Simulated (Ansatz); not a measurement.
Ansatz (a program for electronic structure) input (SVWN5/def2-TZVPD):

Ansatz 0.2 input:
```yaml
crystal:
  periodic: [false, false, false]
  atoms:
    - {symbol: N, position_ang: [1.26736736, -0.55935597, 0.30026799]}
    - {symbol: B, position_ang: [0.00874462, 0.01775078, -0.00501333]}
    - {symbol: N, position_ang: [-1.20558041, -0.71747049, 0.12404994]}
    - {symbol: O, position_ang: [0.02507383, 1.33664433, -0.43591942]}
    - {symbol: H, position_ang: [2.11659022, -0.03244929, 0.20583263]}
    - {symbol: H, position_ang: [1.39675246, -1.50047802, 0.62075594]}
    - {symbol: H, position_ang: [-2.11099946, -0.33779887, -0.08392761]}
    - {symbol: H, position_ang: [-1.23844366, -1.67181460, 0.43391019]}
    - {symbol: H, position_ang: [-0.84072202, 1.69841744, -0.63437468]}
basis:
  gaussian:
    orbitals: def2-TZVPD
hamiltonian:
  xc: {name: SVWN5}
total_charge: 1
magnetization: {spin_polarized: true, initial_magnetization: 1}
```

End of the output:

```
integrals: 0.09 GiB planned
962 factors; their error is unknown
0.14 GiB of the device are held for the grids
0.97 GiB of device memory are held for the factors and their scratch space
mean field: 0.90 GiB planned
mean field evaluation 1: about -5711.1255 eV, gradient 8.4e1 eV
mean field evaluation 2: about -5642.8377 eV, gradient 1.4e2 eV
mean field evaluation 4: about -5731.7360 eV, gradient 2.6e1 eV
mean field evaluation 8: about -5734.6003 eV, gradient 8.0e0 eV
mean field evaluation 16: about -5731.3667 eV, gradient 2.5e1 eV
mean field evaluation 32: about -5731.7998 eV, gradient 7.7e-2 eV
mean field evaluation 64: about -5734.6374 eV, gradient 7.1e0 eV
mean field -5734.98885298 eV, -210.7569530318 hartree, gradient 2.1e-5 eV, S^2 0.754328; 7 other end points of the search recorded, 0 dependent functions left out
reference -5734.98889676 eV, -210.7569546409 hartree; 16, 15 occupied and 180, 181 virtual orbitals, 962 factors
Total energy: -5734.98889676 eV, -210.7569546409 hartree
```

This state (charge 1, doublet) is run at the relaxed geometry of the species with charge 0 and multiplicity 1.
